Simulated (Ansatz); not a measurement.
Conformers of `[OH][Ga]([Cl])[O][SiH3]`, each relaxed with PBE0-D4/def2-TZVP in Ansatz. CBS adds the triple-zeta coupled-cluster correction to the MP2 limit.

Outer-core shells of Ga are correlated without core-valence functions. Scalar relativity is left out up to krypton. Spin–orbit coupling is left out.

Not all of them had a frequency check.

Conformer A:

```xyz
9

O     1.966   -0.011    1.382
Ga    0.327   -0.675    1.422
Cl   -0.283   -1.843    3.067
O    -0.825   -0.388    0.114
Si   -0.834    0.413   -1.310
H     2.142    0.506    0.590
H     0.487    1.070   -1.549
H    -1.096   -0.535   -2.422
H    -1.885    1.462   -1.294
```

Conformer B:

Cartesian coordinates in Å:
```
O -2.329 -0.399 -1.797
Ga -0.882 -0.764 -0.856
Cl -0.098 -2.728 -0.846
O -0.098 0.517 0.070
Si 1.201 0.669 1.059
H -2.591 0.522 -1.725
H 1.027 -0.149 2.289
H 2.446 0.233 0.371
H 1.324 2.100 1.435
```

Which is lowest in electronic energy at CCSD(T)/CBS (frozen core, def2 sets), and by how much? (An estimate is asked.)

Computed: B; A lies 2.5 kJ/mol higher.

Give the energies relative to B (kJ/mol) with PBE-D4/def2-TZVPP, PBE0-D4/def2-TZVPP, B3LYP-D4/def2-TZVPP, r2SCAN/def2-TZVPP, CCSD/def2-TZVPP, MP2/def2-QZVPP, CCSD/CBS(def2). (An estimate is asked.)

Ansatz gave: 
```tsv
level	A
PBE-D4/def2-TZVPP	3.0
PBE0-D4/def2-TZVPP	3.0
B3LYP-D4/def2-TZVPP	3.4
r2SCAN/def2-TZVPP	2.7
CCSD/def2-TZVPP	3.1
MP2/def2-QZVPP	2.9
CCSD/CBS(def2)	2.7
```

B3LYP here is the variant with VWN-RPA as its local correlation; programs differ in this.
